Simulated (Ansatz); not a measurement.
Cost and result for the atomization energy of `CC(C)[O][GaH2]` (14 atoms, 13 bonds).

```tsv
atom	x (Å)	y (Å)	z (Å)
C1	-0.480	0.530	1.343
C2	0.549	-0.239	0.534
C3	-0.025	-1.522	-0.040
O4	1.117	0.568	-0.475
Ga5	0.261	1.309	-1.854
H6	-0.043	1.451	1.735
H7	-1.343	0.790	0.722
H8	-0.842	-0.064	2.186
H9	1.380	-0.505	1.202
H10	0.733	-2.048	-0.624
H11	-0.878	-1.304	-0.691
H12	-0.371	-2.188	0.754
H13	-1.278	1.090	-2.030
H14	1.220	2.133	-2.762
```

Charge 0, multiplicity 1. Correlated methods include outer-core shells of Ga, which these sets cover unevenly. Scalar relativity is left out up to krypton. All single points use the PBE0-D4/def2-TZVP geometry. It is one conformer, not always the lowest. Program: Ansatz. All runs use 4 threads of an Intel Xeon on a shared host. Times are those of one run each, without the atoms' runs, and a repeat can differ threefold. Electronic energies, without spin–orbit coupling; frozen cores. CCSD(T)/CBS adds CCSD(T) − MP2 in def2-TZVPP to the MP2 limit, and its time is that of the two runs behind it. T1 = 0.014. With those shells the extrapolation isn't a true limit. B3LYP takes the VWN-RPA correlation (the form of Gaussian; ORCA's B3LYP/G).

CCSD(T)/CBS is a level of theory with its own doubt, some kJ/mol a heavy atom from the limit and from the frozen cores, so smaller differences don't rank the functionals.

```csv
level,functions,wall time
revPBE-D4/def2-TZVPP,298,7.5 s
PBE-D4/def2-TZVPP (with forces),298,10 s
BHLYP-D4/def2-TZVPP,298,12 s
r2SCANh-D4/def2-TZVPP,298,17 s
B3LYP-D4/def2-TZVPP (with forces),298,19 s
B2PLYP/def2-TZVPP,298,22 s
PBE-QIDH/def2-TZVPP,298,24 s
ωB97X-V/def2-TZVPP,298,24 s
CCSD(T)/def2-SVP,133,32 s
ωB97M-V/def2-TZVPP (with forces),298,34 s
MP2/def2-QZVPP,587,100 s
CCSD(T)/def2-TZVPP,298,12 min
CCSD(T)/CBS(def2),–,14 min
```

Task: What atomization energy does each give, and how far from CCSD(T)/CBS? (An estimate is asked.)

Result: Ansatz gave: 
| level | atomization (kJ/mol) | difference from CCSD(T)/CBS | per bond |
| --- | --- | --- | --- |
| revPBE-D4/def2-TZVPP | 5016.0 | -53.9 | -4.1 |
| PBE-D4/def2-TZVPP (with forces) | 5127.2 | 57.3 | 4.4 |
| BHLYP-D4/def2-TZVPP | 4929.5 | -140.4 | -10.8 |
| r2SCANh-D4/def2-TZVPP | 5049.6 | -20.3 | -1.6 |
| B3LYP-D4/def2-TZVPP (with forces) | 5048.1 | -21.8 | -1.7 |
| B2PLYP/def2-TZVPP | 5005.0 | -64.9 | -5.0 |
| PBE-QIDH/def2-TZVPP | 5041.3 | -28.6 | -2.2 |
| ωB97X-V/def2-TZVPP | 5073.1 | 3.2 | 0.2 |
| CCSD(T)/def2-SVP | 4856.9 | -213.0 | -16.4 |
| ωB97M-V/def2-TZVPP (with forces) | 5063.5 | -6.4 | -0.5 |
| MP2/def2-QZVPP | 5078.4 | 8.5 | 0.7 |
| CCSD(T)/def2-TZVPP | 4968.2 | -101.7 | -7.8 |
| CCSD(T)/CBS(def2) | 5069.9 | 0.0 | 0.0 |

From BLYP to BHLYP (50 % exact exchange), in def2-TZVPP and without D4, the atomization energy moves by −65.3 kJ/mol: exact exchange takes away binding that semilocal exchange gives to molecules. In def2-TZVPP, CCSD(T) changes the Hartree–Fock value by +1222.0 kJ/mol (the triples alone add +64.0 kJ/mol) and MP2 by +1272.0 kJ/mol; breaking electron pairs costs correlation energy, which Hartree–Fock lacks. Leaving LDA and LC-ωPBE aside and taking each functional with its dispersion term where it has one, the values spread over 197.8 kJ/mol, from BHLYP-D4 to PBE-D4. LDA lies +662.3 kJ/mol from PBE without D4, its usual overbinding.
